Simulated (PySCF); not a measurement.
## Ionisation energy of Tc⁺ by level of theory

Tc⁺ [Kr] 4d5 5s1 (7S) → Tc²⁺ [Kr] 4d5 (6S), as a difference of total energies. Computed with PySCF 2.14 in aug-cc-pVDZ-PP with ECP28MDF (5s5p4d2f, 54 functions), with scalar relativity through the core potential. Correlated levels: valence: 4s2 4p6 frozen. The calculations carry no spin-orbit coupling.

```
           method  ionisation energy (eV)  difference from reference (eV)
              UHF                  14.215                          -1.045
    MP2 (valence)                  14.736                          -0.524
SCS-MP2 (valence)                  14.389                          -0.871
   CCSD (valence)                  14.782                          -0.478
CCSD(T) (valence)                  14.793                          -0.467
```

Reference: 15.26 eV (semi-empirical (NIST evaluation); NIST Atomic Spectra Database, ionization energies).

Errors of the correlated levels include the incompleteness of this basis and the frozen core.
